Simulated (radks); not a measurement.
Spherical quantum dot in the effective-mass picture: electrons in a parabolic well V = omega^2 r^2 / 2 with omega = 0.863, with a point charge +1 (a donor) at the centre, all in effective atomic units (hartree* = m*/eps^2 hartree, bohr* = eps/m* bohr), one dielectric constant everywhere. Calculated with a radial shooting solver with Libxc functionals: non-relativistic Kohn-Sham, PBE, spin-polarised, spherical densities. Levels are named by radial order and angular momentum (1s, 1p, 1d, 2s, ...), and open shells are averaged over m. Results are scaled to m* = 0.091 and eps = 4.5, for which hartree* = 122.3 meV and bohr* = 2.617 nm. At N = 32 the configuration is 1s2 1p6 1d10 2s2 1f(up 7, down 5). Does electron 33 go into 1f down or 2p down or 2p up?

Answer. Into 1f down. The total energies of the other choices lie higher by 7.03 meV (2p up), 8.24 meV (2p down).
